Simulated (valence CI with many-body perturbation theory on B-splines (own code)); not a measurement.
# Pt⁴⁷⁺: calculated level list

Method: valence CI with perturbative core correlation (CI+MBPT): three valence electrons over a frozen Dirac-Fock core [Ar] 3d10, a basis of 11 s, 11 p, 10 d, 8 f, 5 g, 2 h functions for each j, with the one-electron correlation potential Σ1, the two-electron term Σ2, the three-electron term Σ3, Breit, model QED; selected CI, second order for the rest, scaled by the run's own slope (own B-spline code, finite nucleus).

The last digits are not significant, and no measured levels were compared; by estimate large intervals hold to a few tenths of a per cent, small ones and those within an open d or f shell to about a per cent.

Levels 46 to 90 of 180, with energies above the lowest level, (4s^2 4p1/2) J=1/2. "Leading %" is the weight of the configuration and term that name the level; weights of strongly mixed levels are sums over their largest components and can fall short. In the jj column 3d3/2^4 stands for four electrons in 3d with j = 3/2. Lifetimes count E1, E2, E3, M1 and M2 decay at the calculated energies, and are blank where another channel may lead or the interval is too uncertain; long ones can be off by a factor of two.

| No. | Configuration | Term | J | E (× 10³ cm⁻¹) | Leading % | Second component | Lifetime | Leading jj |
| --- | --- | --- | --- | --- | --- | --- | --- | --- |
| 46 | 4s 4p 4f | 4D | 7/2 | 4973.4 | 30 | 28 % 4s 4p 4f 4F | 5.02 ps | 4s 4p1/2 4f7/2 (96 %) |
| 47 | 4s 4p 4f | 2D | 5/2 | 4984.7 | 24 | 22 % 4s 4p 4f 2F | 2.81 ps | 4s 4p1/2 4f5/2 (93 %) |
| 48 | 4s 4p 4f | 4F | 3/2 | 4993.6 | 53 | 32 % 4s 4p 4f 2D | 2.63 ps | 4s 4p1/2 4f5/2 (95 %) |
| 49 | 4p3 | 2P° | 3/2 | 5019.4 | 47 | 27 % 4p3 2D° | 420 fs | 4p3/2^3 (90 %) |
| 50 | 4s 4p 4f | 2G | 9/2 | 5031.4 | 35 | 34 % 4s 4p 4f 4G | 5.42 ps | 4s 4p1/2 4f7/2 (97 %) |
| 51 | 4s 4p 4f | 2G | 7/2 | 5043.1 | 31 | 24 % 4s 4p 4f 2F | 3.62 ps | 4s 4p1/2 4f7/2 (91 %) |
| 52 | 4s 4p 4f | 2D | 5/2 | 5052.2 | 31 | 28 % 4s 4p 4f 2F | 2.57 ps | 4s 4p1/2 4f7/2 (88 %) |
| 53 | 4p2 4d | 2F | 5/2 | 5127.0 | 52 | 31 % 4p2 4d 4F | 1.61 ps | 4p1/2 4p3/2 4d3/2 (88 %) |
| 54 | 4p2 4d | 4F | 3/2 | 5140.7 | 40 | 25 % 4p2 4d 4D | 1.18 ps | 4p1/2 4p3/2 4d3/2 (96 %) |
| 55 | 4p2 4d | 4D | 1/2 | 5141.6 | 82 | 15 % 4p2 4d 2P | 1.30 ps | 4p1/2 4p3/2 4d3/2 (99 %) |
| 56 | 4p2 4d | 2G | 7/2 | 5206.5 | 34 | 20 % 4p2 4d 4F | 1.13 ps | 4p1/2 4p3/2 4d3/2 (74 %) |
| 57 | 4p2 4d | 2D | 3/2 | 5280.4 | 41 | 26 % 4p2 4d 2P | 449 fs | 4p1/2 4p3/2 4d3/2 (93 %) |
| 58 | 4p2 4d | 4P | 1/2 | 5299.4 | 37 | 31 % 4p2 4d 2P | 478 fs | 4p1/2 4p3/2 4d3/2 (95 %) |
| 59 | 4p2 4d | 2D | 5/2 | 5303.9 | 29 | 27 % 4p2 4d 4P | 471 fs | 4p1/2 4p3/2 4d3/2 (76 %) |
| 60 | 4p2 4d | 4D | 7/2 | 5360.5 | 46 | 35 % 4p2 4d 4F | 1.23 ps | 4p1/2 4p3/2 4d5/2 (97 %) |
| 61 | 4p2 4d | 2G | 9/2 | 5387.1 | 60 | 34 % 4p2 4d 4F | 2.03 ps | 4p1/2 4p3/2 4d5/2 (94 %) |
| 62 | 4p2 4d | 2P | 3/2 | 5410.9 | 49 | 27 % 4p2 4d 4P | 1.07 ps | 4p1/2 4p3/2 4d5/2 (95 %) |
| 63 | 4p2 4d | 2D | 5/2 | 5422.3 | 41 | 28 % 4p2 4d 2F | 1.19 ps | 4p1/2 4p3/2 4d5/2 (92 %) |
| 64 | 4p2 4d | 2F | 7/2 | 5514.7 | 51 | 22 % 4p2 4d 2G | 943 fs | 4p1/2 4p3/2 4d5/2 (84 %) |
| 65 | 4p2 4d | 2D | 5/2 | 5530.5 | 32 | 28 % 4p2 4d 4P | 644 fs | 4p1/2 4p3/2 4d5/2 (83 %) |
| 66 | 4p2 4d | 2D | 3/2 | 5536.6 | 62 | 15 % 4p2 4d 2P | 1.03 ps | 4p1/2 4p3/2 4d5/2 (93 %) |
| 67 | 4p2 4d | 2P | 1/2 | 5542.3 | 57 | 34 % 4p2 4d 2S | 1.04 ps | 4p1/2 4p3/2 4d5/2 (94 %) |
| 68 | 4s 4d2 | 4F | 3/2 | 5670.8 | 80 | 15 % 4s 4d2 2D | 373 fs | 4s 4d3/2^2 (93 %) |
| 69 | 4s 4d2 | 4F | 5/2 | 5714.5 | 57 | 20 % 4s 4d2 2D | 355 fs | 4s 4d3/2^2 (84 %) |
| 70 | 4s 4d2 | 4P | 1/2 | 5769.0 | 67 | 23 % 4s 4d2 2S | 371 fs | 4s 4d3/2^2 (89 %) |
| 71 | 4s 4d2 | 4F | 7/2 | 5854.6 | 63 | 9 % 4s 4d2 2G | 820 fs | 4s 4d3/2 4d5/2 (72 %) |
| 72 | 4s 4d2 | 4F | 5/2 | 5876.7 | 28 | 22 % 4s 4d2 4P | 728 fs | 4s 4d3/2 4d5/2 (72 %) |
| 73 | 4s 4d2 | 2G | 9/2 | 5885.3 | 42 | 21 % 4s 4p 4f 4G | 963 fs | 4s 4d3/2 4d5/2 (59 %) |
| 74 | 4p2 4f | 2F° | 5/2 | 5897.4 | 38 | 32 % 4p2 4f 4G° | 2.09 ps | 4p1/2^2 4f5/2 (98 %) |
| 75 | 4s 4d2 | 4P | 3/2 | 5903.7 | 66 | 16 % 4s 4d2 2D | 638 fs | 4s 4d3/2 4d5/2 (88 %) |
| 76 | 4s 4d2 | 2G | 7/2 | 5921.6 | 40 | 18 % 4s 4d2 4F | 832 fs | 4s 4d3/2 4d5/2 (62 %) |
| 77 | 4s 4d2 | 4P | 3/2 | 5946.7 | 29 | 19 % 4s 4d2 2D | 778 fs | 4s 4d3/2 4d5/2 (56 %) |
| 78 | 4s 4d2 | 4P | 5/2 | 5956.9 | 36 | 26 % 4s 4d2 2F | 683 fs | 4s 4d3/2 4d5/2 (63 %) |
| 79 | 4p2 4f | 2F° | 7/2 | 5972.1 | 34 | 17 % 4p2 4f 4D° | 3.02 ps | 4p1/2^2 4f7/2 (98 %) |
| 80 | 4s 4p 4f | 4F | 7/2 | 5976.4 | 31 | 19 % 4s 4d2 2G | 1.03 ps | 4s 4p3/2 4f5/2 (66 %) |
| 81 | 4s 4p 4f | 4F | 9/2 | 5984.6 | 56 | 14 % 4s 4p 4f 4G | 2.86 ps | 4s 4p3/2 4f7/2 (76 %) |
| 82 | 4s 4p 4f | 4D | 1/2 | 5992.6 | 68 | 19 % 4s 4d2 2P | 1.23 ps | 4s 4p3/2 4f5/2 (68 %) |
| 83 | 4s 4d2 | 2F | 5/2 | 5996.5 | 30 | 24 % 4s 4p 4f 4F | 763 fs | 4s 4p3/2 4f5/2 (54 %) |
| 84 | 4s 4p 4f | 4D | 3/2 | 6006.8 | 62 | 11 % 4s 4p 4f 4F | 1.11 ps | 4s 4p3/2 4f5/2 (65 %) |
| 85 | 4s 4p 4f | 4G | 11/2 | 6010.8 | 100 |  | 2.97 ps | 4s 4p3/2 4f7/2 (100 %) |
| 86 | 4s 4p 4f | 2F | 7/2 | 6012.5 | 27 | 21 % 4s 4p 4f 4F | 2.79 ps | 4s 4p3/2 4f7/2 (74 %) |
| 87 | 4s 4d2 | 2P | 1/2 | 6013.7 | 42 | 32 % 4s 4p 4f 4D | 636 fs | 4s 4d3/2 4d5/2 (55 %) |
| 88 | 4s 4d2 | 4F | 9/2 | 6041.6 | 58 | 20 % 4s 4p 4f 2G | 969 fs | 4s 4d5/2^2 (41 %) |
| 89 | 4s 4p 4f | 2F | 5/2 | 6053.6 | 42 | 32 % 4s 4p 4f 4D | 1.86 ps | 4s 4p3/2 4f7/2 (86 %) |
| 90 | 4s 4p 4f | 2F | 5/2 | 6095.6 | 51 | 14 % 4s 4p 4f 2D | 843 fs | 4s 4p3/2 4f5/2 (69 %) |
